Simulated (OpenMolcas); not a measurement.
An OpenMolcas run meant for Re⁺ (ANO-R0, X2C; inactive shells 1s 2s 2p 3s 3p 3d 4s 4p 4d 4f 5s 5p; intended active space 6 electrons in 6 orbitals (5d 6s)). One step of its input:

```
&RASSCF
FileOrb=start.orb
Symmetry=1
Spin=8
nActEl=6 0 0
Inactive=15 19
Ras2=6 0
CIRoot=1 1 1
SDav=1
CIMx=300
Iter=89 100
PrWF=0.3
OrbListing=Nothing
MaxOrb=0
Atom
CIOnly
>>> COPY $Project.JobIph JOB001
```

Lines from the output:

```
--- SEWARD ---
Basis set label: RE.ANO-R...6S4P3D1F.

      Electronic valence basis set:
      ------------------
      Associated Effective Charge  75.000000 au
      Associated Actual Charge     75.000000 au
      Nuclear Model: Finite nucleus - Gaussian distribution
        Gaussian exponent, Xi/bohr**(-2):  1.46717E+08

      Shell  nPrim  nBasis  Cartesian Spherical Contaminant
         s      25       6        X
         p      20       4        X
         d      15       3                 X
         f      10       1                 X
                  Relativistic X2C integrals
                  Atomic mean-field integrals
--- RASSCF ---

 Nr of active orbitals     NAC=   6
 Spin degeneracy         ISPIN=   8
 There can be no such wave function.
 ************************************************
--- Stop Module: rasscf at  /rc=_RC_INPUT_ERROR_ ---
.####################.
.# User input error #.
.####################.
```

**Question.** What is wrong with the input?

**Answer.** The spin multiplicity does not fit the number of active electrons: an even count needs an odd multiplicity and the reverse.
